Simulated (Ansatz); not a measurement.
Abridged output of a molecular run in Ansatz:

```
Functional definition: HF
1057 factors; integrals over basis functions are off by at most 6.1e-4 eV
mean field evaluation 1: about -82447.0296 eV, gradient 3.8e1 eV
mean field evaluation 2: about -82447.0704 eV, gradient 3.8e1 eV
mean field evaluation 4: about -82449.9870 eV, gradient 2.1e0 eV
mean field evaluation 8: about -82450.0062 eV, gradient 1.5e-1 eV
mean field -82450.00632820 eV, -3029.9818459400 hartree, gradient 1.2e-6 eV, S^2 0.000000; 0 other end points of the search recorded, 0 dependent functions left out
20 core orbitals not correlated: weight in the atoms' cores, before any rotation towards them, 1.000 or more for the frozen orbitals, at most 0.000 for the correlated occupied ones
reference -82450.00632820 eV, -3029.9818459400 hartree; 26, 26 occupied and 58, 58 virtual orbitals, 1057 factors
second order -22.88268929 eV of doubles, -0.00000000 eV of singles
cycle   1  -22.58185474 eV  change    3.0e-1 eV  update   1.1e-1
cycle   2  -23.07719500 eV  change   -5.0e-1 eV  update   3.2e-2
cycle   3  -23.18096428 eV  change   -1.0e-1 eV  update   1.6e-2
cycle   4  -23.17335691 eV  change    7.6e-3 eV  update   3.3e-3
cycle   5  -23.17056321 eV  change    2.8e-3 eV  update   1.3e-3
cycle   6  -23.17079440 eV  change   -2.3e-4 eV  update   3.8e-4
cycle   7  -23.17062652 eV  change    1.7e-4 eV  update   1.3e-4
cycle   8  -23.17056735 eV  change    5.9e-5 eV  update   3.8e-5
perturbative correction -0.50820517 eV, -0.0186761954 hartree
Total energy: -82473.68510072 eV, -3030.8520247800 hartree
```

Its atoms:

```xyz
5

F     1.4250   -0.3987   -0.9539
Ge    0.0021   -0.0065   -0.0887
F    -1.2780   -0.6859   -0.9981
Cl   -0.2201    2.0884   -0.1151
I     0.0709   -0.9974    2.1558
```

Task: Which basis set was used?
A. def2-QZVPP
B. def2-SVPD
C. def2-SVP
D. cc-pV(T+d)Z

Result: C. It gives 104 functions.

Task: Write the keys of the input that set method, charge and spin (a neutral closed shell needs none for the last two).

Result: 
```yaml
correlation: {method: ccsd_t}
```
